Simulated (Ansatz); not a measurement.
`OB(Br)Br` + `O[SiH3]` → `OB(Br)O[SiH3]` + HBr at 400 K and 1 bar (ligand exchange at a B–Br bond).

Program: Ansatz. Geometries: PBE0-D4/def2-TZVP. ΔE: electronic, gas phase. CCSD(T)/CBS adds triple-zeta CCSD(T) − MP2 to the extrapolated MP2 energy (def2 sets, frozen cores). For Br outer-core shells are correlated without core-valence functions, which leaves a few kJ/mol of doubt a bond. Scalar relativity is left out up to krypton. One conformer a species, not always the lowest.

```csv
species,CCSD(T)/CBS energy (Eh),H − E (kJ/mol),S (J/(mol·K))
`OB(Br)Br`,-5247.33602,76.2,340.5
`O[SiH3]`,-366.69042,120.0,276.4
`OB(Br)O[SiH3]`,-3040.13124,164.5,392.9
HBr,-2573.91920,27.6,207.2
```

H − E and S are ideal-gas, rigid-rotor, harmonic terms from PBE0-D4/def2-TZVP, for one conformer and one mirror image of each species. 1 Eh = 2625.50 kJ/mol, R = 8.31446 J/(mol·K).

**Question.** By hand: ΔE, ΔH, ΔS and ΔG.

**Answer.** ΔE = (-3040.13124) + (-2573.91920) − (-5247.33602) − (-366.69042) = -0.02400 Eh = -63.0 kJ/mol. Δ(H − E) = 164.5 + 27.6 − 76.2 − 120.0 = -4.1, so ΔH = -67.1 kJ/mol. ΔS = 392.9 + 207.2 − 340.5 − 276.4 = -16.8 J/(mol·K). ΔG = -67.1 − 400 × (-16.8)/1000 = -60.4 kJ/mol.

**Question.** By hand: the equilibrium constant, and the temperature at which ΔG would vanish if ΔH and ΔS stayed fixed.

**Answer.** log₁₀ K = −ΔG/(RT ln 10) = 7.9. ΔG = 0 at ΔH/ΔS = 3994 K, far beyond where these terms or the molecules hold.

ΔH outweighs TΔS. A doubt of 5 kJ/mol in ΔE shifts log₁₀ K by 0.7 here. Other conformers and mirror images would add mixing entropy, several J/(mol·K) or more a flexible species. These are equilibria of isolated gas molecules and say nothing of rates. Largest T1 diagnostic: 0.011 (customary marks: 0.02 for closed shells, 0.045 for open ones).
